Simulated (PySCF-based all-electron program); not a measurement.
# H₅PbN, singlet: how the functional moves the forces

Calculated with an in-house all-electron program built on PySCF, in large uncontracted Gaussian sets near the basis limit; Koelling–Harmon scalar relativity, no spin–orbit coupling, spin-restricted. Forces are good to about 0.009 eV/Å. Atoms are numbered as listed.

| atom | x (Å) | y (Å) | z (Å) |
| --- | --- | --- | --- |
| Pb | 0.0000 | 0.0000 | 0.0000 |
| N | 0.0000 | 0.0000 | 2.1750 |
| H | 1.4654 | 0.8214 | -0.5727 |
| H | -1.4695 | 0.8180 | -0.5636 |
| H | -0.0025 | -1.7089 | -0.4499 |
| H | 0.8132 | 0.5575 | 2.4574 |
| H | -0.8065 | 0.5637 | 2.4649 |

What forces does PBE give?



| atom | Fx | Fy | Fz (eV/Å) |
| --- | --- | --- | --- |
| Pb1 | -0.009 | -0.011 | -0.043 |
| N2 | 0.009 | 0.057 | 0.025 |
| H3 | 0.035 | 0.007 | 0.004 |
| H4 | -0.045 | 0.017 | -0.007 |
| H5 | 0.004 | -0.032 | -0.010 |
| H6 | -0.011 | -0.018 | 0.029 |
| H7 | 0.016 | -0.020 | 0.002 |
